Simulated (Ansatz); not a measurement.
F$_{6}$Re (SMILES [F][Re]([F])([F])([F])([F])[F]), doublet, at a GFN2-xTB geometry (such geometries of metal compounds can be far from the true shape) (the multiplicity is a formal guess) (core potentials on Re). Base run: PBE0/def2-SVP in Ansatz (a first-principles code).

Geometry (Å):
```xyz
7

Re     0.0000     0.0000     0.0000
F      1.1091    -0.4615    -1.3551
F     -1.1091     0.4615     1.3551
F     -1.1112     0.7600    -1.1683
F     -0.8802    -1.5717    -0.1851
F      0.8802     1.5717     0.1851
F      1.1112    -0.7600     1.1683
```
Charge 0, spin multiplicity 2.
Orbitals are unrestricted.
All else is at Ansatz's defaults.

Each row names what was changed in the base input (with any setting that the change needs).

| change | basis functions | E (Eh) |
|---|---|---|
| base | 116 | -676.42814 |
| basis = x2c-SVPall; relativity = spin-free X2C; nucleus = Gaussian | 150 | -17291.28356 |
| basis = x2c-SVPall; relativity = spin-free X2C | 150 | -17293.37274 |
| basis = x2c-SVPall; relativity = none | 150 | -14620.17250 |
| basis = jorge-DZP-DKH; relativity = spin-free X2C | 150 | -17204.01497 |
| basis = ANO-RCC-VDZP; relativity = none | 152 | -14454.57289 |
| basis = ANO-RCC-VDZP; relativity = spin-free X2C | 152 | -17294.84138 |
| basis = ANO-RCC-VDZP; relativity = spin-free X2C; nucleus = Gaussian | 152 | -17292.29949 |
| basis = jorge-DZP-DKH; relativity = none | 150 | -14561.91118 |
| basis = jorge-DZP-DKH; relativity = spin-free X2C; nucleus = Gaussian | 150 | -17202.22022 |

Absolute energies of different levels of theory aren't comparable as measures of quality.

Ansatz warned in this series: the basis is contracted for relativity, which the run leaves out.

Basis sets contracted for a relativistic Hamiltonian are a mismatch without it, so the rows without relativity aren't non-relativistic limits. No row has spin-orbit coupling; sets with core potentials leave out the core electrons.
